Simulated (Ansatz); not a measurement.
`B[CH2][GaH2]` + `C=C[SiH2]N` → `BN[SiH2]C=C` + `[CH3][GaH2]`  (ligand exchange at a B–C bond)

Calculated with Ansatz (gas phase, PBE0-D4/def2-TZVP geometries, no zero-point term in ΔE). CCSD(T)/CBS adds triple-zeta CCSD(T) − MP2 to the extrapolated MP2 energy (def2 sets, frozen cores). Functionals use def2-TZVPP. B3LYP here is the variant with VWN-RPA as its local correlation; programs differ in this. HSE06 is defined as in plane-wave codes. For Ga outer-core shells are correlated without core-valence functions, which leaves a few kJ/mol of doubt a bond. Scalar relativity is left out up to krypton. Each species was taken in one conformer, which may not be the lowest.

| level | ΔE (kJ/mol) | difference from CCSD(T)/CBS |
| --- | --- | --- |
| LDA (SPW92) | -103.5 | 0.2 |
| PBE-D4 | -101.1 | 2.6 |
| revPBE-D4 | -100.1 | 3.6 |
| BLYP-D4 | -106.2 | -2.5 |
| r2SCAN-D4 | -101.8 | 1.9 |
| B97M-V | -102.0 | 1.7 |
| PBE0-D4 | -101.3 | 2.4 |
| B3LYP-D4 | -106.3 | -2.6 |
| r2SCANh-D4 | -102.0 | 1.7 |
| r2SCAN0-D4 | -102.3 | 1.4 |
| CAM-B3LYP-D4 | -109.1 | -5.4 |
| ωB97X-V | -105.2 | -1.5 |
| ωB97M-V | -104.9 | -1.2 |
| PBE-QIDH | -103.4 | 0.3 |
| PBE | -101.8 | 1.9 |
| revPBE | -101.2 | 2.5 |
| BLYP | -107.8 | -4.1 |
| r2SCAN | -101.8 | 1.9 |
| PBE0 | -101.9 | 1.8 |
| B3LYP | -107.6 | -3.9 |
| r2SCANh | -101.9 | 1.8 |
| r2SCAN0 | -102.3 | 1.4 |
| HSE06 | -101.8 | 1.9 |
| BHLYP | -108.5 | -4.8 |
| LC-ωPBE | -104.3 | -0.6 |
| RPA@PBE/def2-TZVPP | -106.4 | -2.7 |
| MP2/def2-SVP | -120.9 | -17.2 |
| CCSD/def2-SVP | -121.4 | -17.7 |
| CCSD(T)/def2-SVP | -122.0 | -18.3 |
| HF/def2-TZVPP | -110.4 | -6.7 |
| MP2/def2-TZVPP | -105.0 | -1.3 |
| SCS-MP2/def2-TZVPP | -107.0 | -3.3 |
| CCSD/def2-TZVPP | -106.1 | -2.4 |
| CCSD(T)/def2-TZVPP | -105.8 | -2.1 |
| HF/def2-QZVPP | -110.7 | -7.0 |
| MP2/def2-QZVPP | -104.0 | -0.3 |
| SCS-MP2/def2-QZVPP | -106.2 | -2.5 |
| HF/CBS(def2) | -110.7 | -7.0 |
| MP2/CBS(def2) | -103.0 | 0.7 |
| CCSD/CBS(def2) | -104.0 | -0.3 |
| CCSD(T)/CBS | -103.7 | 0 |

Largest T1 diagnostic among the species: 0.012.

At CCSD(T), def2-SVP lies −18.3 kJ/mol from the extrapolated value and def2-TZVPP −2.1 kJ/mol. In def2-TZVPP, CCSD(T) changes the Hartree–Fock value by +4.6 kJ/mol (the triples alone add +0.3 kJ/mol) and MP2 by +5.4 kJ/mol.
